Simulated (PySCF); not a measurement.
C2H7ClOSi2, SMILES Cl/C(=C\[SiH3])[SiH2]O.

Geometry optimised at r2SCAN-D4/def2-SVP. The structure was generated by enumeration; whether it is a known compound was not checked. The values are those of a single conformer.

Two levels are set side by side: TDA-PBE/def2-SVPD (PySCF) and TDA-PBE0/def2-SVPD (PySCF). Vertical, same geometry. The lowest singlet is HOMO−1→LUMO 96 % with PBE and HOMO−1→LUMO 96 % with the other functional; states are paired by order. Differences are taken from unrounded values.

| quantity | TDA-PBE |
|---|---|
| lowest singlet excitation (eV) | 5.00 |
| lowest triplet excitation (TDA) (eV) | 3.72 |
| first bright state (f over 0.05) (eV) | 5.56 |
| its oscillator strength | 0.18 |

Problem. These are the TDA-PBE values. What does TDA-PBE0 give? (An estimate is asked for; the answer gives what the named calculation found.)

Solution. 
| quantity | TDA-PBE0 | TDA-PBE minus TDA-PBE0 |
|---|---|---|
| lowest singlet excitation (eV) | 5.66 | -0.66 |
| lowest triplet excitation (TDA) (eV) | 3.69 | 0.03 |
| first bright state (f over 0.05) (eV) | 6.07 | -0.52 |
| its oscillator strength | 0.30 | -0.12 |

A lower first singlet is the usual sign of a functional without exact exchange. Differences between two approximate levels are no errors against the true value.

Rough cost on one machine, each run with all the roots and properties that it gave: TDA-PBE0 against TDA-PBE about 3 times.
